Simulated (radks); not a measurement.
Problem. These are the eigenvalues of the occupied orbitals of an atom or ion with whole-number occupations (eV). Method: scalar-relativistic Kohn-Sham, LDA (Slater exchange, Perdew-Wang correlation), spin-polarised, spherical densities, point nucleus; computed with a radial shooting solver on a logarithmic mesh with Libxc functionals.

1s up: -80749.23
1s down: -80749.19
2s up: -14269.77
2s down: -14269.61
2p up: -12343.14
2p down: -12343.00
3s up: -3387.261
3s down: -3387.166
3p up: -2828.600
3p down: -2828.501
3d up: -2231.263
3d down: -2231.131
4s up: -754.6307
4s down: -754.4463
4p up: -571.4093
4p down: -571.2210
4d up: -351.5379
4d down: -351.3167
5s up: -134.5353
5s down: -133.4735
4f up: -107.2654
4f down: -106.9694
5p up: -85.5675
5p down: -84.2868
5d up: -30.9655
5d down: -29.3959
6s up: -25.1520

Which element is it, and in what charge state? The configuration may be excited. Open shells, if any, are filled with parallel spins first.

Solution. Z = 79, gold, charge +2: Au2+ in [Xe] 4f14 5d8 6s1. The list shows which subshells hold electrons but not how many an open one holds; the 1s level, -2967.5 hartree, gives Z - s = 77.0 by -(Z - s)^2/2, which with screening and relativity narrows Z to a few neighbours, and the depths of the outer levels then fix element, charge and occupations together.
